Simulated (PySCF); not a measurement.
PbBr, SMILES [Br][Pb+] (connectivity only; charge and spin as stated), charge +1, multiplicity 1. Heavy atoms are numbered as in [Pb+:1][Br:2].

Coordinates come from a B3LYP-D3(BJ)/def2-TZVP optimisation. The spin state was assumed, not searched. The def2 effective core potentials stand for the cores of Pb; spin–orbit coupling is left out.

The numbers are results of PBE/def2-TZVPD (PySCF), not measurements.

Mulliken values depend strongly on the basis, most of all with diffuse functions as here. ESP charges are fitted to the potential on shells at 1.4 to 2.0 van der Waals radii. Atomic charges (e), one atom of each kind:

```json
[
 {"atom": "Pb1", "ESP fit": "?", "Mulliken": "1.07"},
 {"atom": "Br2", "ESP fit": "?", "Mulliken": "-0.07"}
]
```

### Question
Fill in the missing entries. (An estimate is asked for; the answer gives what the named calculation found.)

### Answer

- Pb1, ESP fit: 0.99
- Br2, ESP fit: 0.01
